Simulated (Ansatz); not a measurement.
Consider the cleavage of the Si–Ge bond: `O[SiH2][GeH2][F]` + `CO[SiH](O)O` → `CO[SiH](O)O[SiH2]O` + `[F][GeH3]`.

Gas-phase electronic energies from Ansatz, PBE0-D4/def2-TZVP geometries. CBS: MP2 limit from def2 TZ/QZ plus the TZ coupled-cluster correction, frozen cores. Functionals use def2-TZVPP. B3LYP here is the variant with VWN-RPA as its local correlation; programs differ in this. For Ge outer-core shells are correlated without core-valence functions, which leaves a few kJ/mol of doubt a bond. Scalar relativity is left out up to krypton. Each species was taken in one conformer, which may not be the lowest.

`O[SiH2][GeH2][F]`:

Cartesian coordinates in Å:
```
O 0.307 -1.150 1.555
Si 0.499 -1.074 -0.077
Ge -0.401 1.075 -0.642
F -0.850 1.577 0.996
H -0.098 -0.375 1.957
H -0.243 -2.170 -0.751
H 1.933 -1.178 -0.450
H 0.564 2.165 -1.140
H -1.711 1.131 -1.448
```

`CO[SiH](O)O`:

Cartesian coordinates in Å:
```
C -1.025 -0.076 -1.419
O -0.674 -0.443 -0.103
Si 0.471 0.321 0.781
O 1.983 0.177 0.189
O 0.414 -0.368 2.261
H -1.208 1.001 -1.503
H -0.238 -0.351 -2.128
H -1.940 -0.604 -1.690
H 0.207 1.774 0.785
H 2.429 -0.663 0.313
H -0.420 -0.767 2.513
```

`CO[SiH](O)O[SiH2]O`:

Cartesian coordinates in Å:
```
C 0.216 -1.200 -1.988
O 0.303 -0.379 -0.838
Si -0.969 0.439 -0.209
O -2.170 -0.650 -0.021
O -0.450 1.066 1.190
Si 0.900 0.942 2.124
O 2.208 0.654 1.187
H -0.527 -1.989 -1.850
H 1.192 -1.656 -2.154
H -0.048 -0.612 -2.873
H -1.416 1.535 -1.095
H -3.049 -0.336 0.192
H 0.668 -0.152 3.100
H 1.119 2.228 2.820
H 2.025 0.108 0.414
```

`[F][GeH3]`:

Z-matrix (Å, degrees):
```
Ge
F 1 1.742
H 1 1.533 2 106.2
H 1 1.533 2 106.3 3 120.0
H 1 1.533 2 106.2 3 -120.0
```

(1) Is it downhill or uphill in electronic energy at CCSD(T)/CBS, and by how much? (An estimate is asked.)

(2) What do these levels give: B3LYP-D4, ωB97X-V, PBE0, HF/def2-TZVPP, CCSD/def2-TZVPP, SCS-MP2/def2-QZVPP? (Estimate.)

Largest T1 diagnostic among the species: 0.012.

Answers

(1) The calculation gave: Downhill: ΔE = -127.0 kJ/mol.

(2) Computed: B3LYP-D4 -124.7, ωB97X-V -124.8, PBE0 -108.6, HF/def2-TZVPP -149.4, CCSD/def2-TZVPP -132.5, SCS-MP2/def2-QZVPP -137.0 kJ/mol.

In def2-TZVPP, CCSD(T) changes the Hartree–Fock value by +19.0 kJ/mol (the triples alone add +2.2 kJ/mol) and MP2 by +14.5 kJ/mol. The D4 term adds −5.4 kJ/mol with B3LYP and −3.4 kJ/mol with PBE0; it sums over pairs of atoms, weighted by their polarisabilities, and B3LYP, whose exchange is more repulsive, gets the larger term. From PBE to PBE0 (25 % exact exchange), in def2-TZVPP and without D4, ΔE moves by −11.3 kJ/mol.
